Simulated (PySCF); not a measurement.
Computed properties of Ge(F)(Cl)(OH)2 (ClFGeH2O2), SMILES [OH][Ge]([Cl])([F])[OH]

ClFGeH₂O₂, SMILES [OH][Ge]([OH])([F])[Cl]. The structure is a stationary point at B3LYP-D3(BJ)/def2-SVP. The structure was generated by enumeration, and PubChem lists no compound with its InChIKey, so it may never have been made. The values are those of a single conformer. All values are computed for the isolated molecule unless a solvent is named; none is compared with measurement here.

**Structure.** All 15 harmonic modes at B3LYP-D3(BJ)/def2-SVP (PySCF) are real, so it is a minimum. With heavy atoms numbered as in [OH:1][Ge:2]([OH:3])([F:4])[Cl:5], the shortest bond between them is Ge2–F4 at 1.734 Å and the longest Ge2–Cl5 at 2.134 Å.

**Vibrations.** The strongest infrared lines (harmonic, unscaled, degenerate partners summed) lie at 768 cm⁻¹ (117 km/mol, O 74 %, Ge 22 %), 3822 cm⁻¹ (115 km/mol, H 94 %), 274 cm⁻¹ (107 km/mol, O 48 %, F 21 %, H 19 %). The softest mode is at 114 cm⁻¹ and the zero-point energy is 19.4 kcal/mol.

**Electronic structure.** CAM-B3LYP/def2-TZVP (PySCF) places the frontier levels at -11.11 and -0.17 eV, a gap of 10.94 eV, and gives a dipole moment of 1.95 D and a mean polarisability of 43.7 bohr³. PBE/def2-TZVP (PySCF) at the same geometry gives -8.05 and -2.18 eV, so its gap is 5.07 eV narrower. An orbital gap is neither the optical nor the fundamental gap.

**Excitations.** TDDFT-PBE0/def2-SVPD (PySCF) has S1 at 6.87 eV (180 nm, f = 0.014, weak); the most intense of the 10 singlets computed lies at 8.32 eV (f = 0.13). T1 (TDA) is at 6.38 eV. TDDFT-PBE/def2-SVPD (PySCF) puts S1 at 5.94 eV. No vertical singlet excitation falls in the visible range (under 3.1 eV).

**NMR.** GIAO shifts at PBE0/pcSseg-1 (PySCF) (non-relativistic, atoms alike by connectivity averaged): ¹H at 2.6 ppm against TMS; ¹⁹F at -123.1 ppm against CFCl3. Without spin–orbit terms, shifts of atoms bonded to Cl or Br come out too high.
